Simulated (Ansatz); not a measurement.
Reactions of CH5FSSn (`[CH3][SnH]([F])[SH]`).

Isolated molecules relaxed with PBE0-D4/def2-TZVP in Ansatz; ΔE leaves out vibrations. CBS: MP2 limit from def2 TZ/QZ plus the TZ coupled-cluster correction, frozen cores. This one scheme is used for every species. Functionals use def2-TZVPP. Elements past krypton have def2 core potentials. For Sn outer-core shells are correlated without core-valence functions, which leaves a few kJ/mol of doubt a bond. One conformer a species, not always the lowest.

| reaction | CCSD/CBS(def2) (kJ/mol) | B2PLYP (kJ/mol) | PBE0-D4 (kJ/mol) | HF/CBS(def2) (kJ/mol) |
| --- | --- | --- | --- | --- |
| `[CH3][SnH]([F])[SH]` + `COBO` → `COB(C)O` + `[F][SnH2][SH]` | -3 | -5 | -11 | -9 |
| `[CH3][SnH]([F])[SH]` + `N[SiH2]CF` → `[CH3][SnH]([NH2])[F]` + `FC[SiH2]S` | 55 | 57 | 54 | 64 |
| `[CH3][SnH]([F])[SH]` + `CCl` → `[CH3][SnH]([F])[CH2]Cl` + H₂S | 87 | 91 | 92 | 100 |
| `[CH3][SnH]([F])[SH]` + `CB[SiH2]C` → `C[SiH2]B(C)C` + `[F][SnH2][SH]` | -7 | -10 | -17 | -10 |

Give the CCSD(T)/CBS values in the same order. (Estimate.)

The calculation gave: -2, 54, 86, -7 kJ/mol.

Largest T1 diagnostic: 0.013, for `[F][SnH2][SH]`.
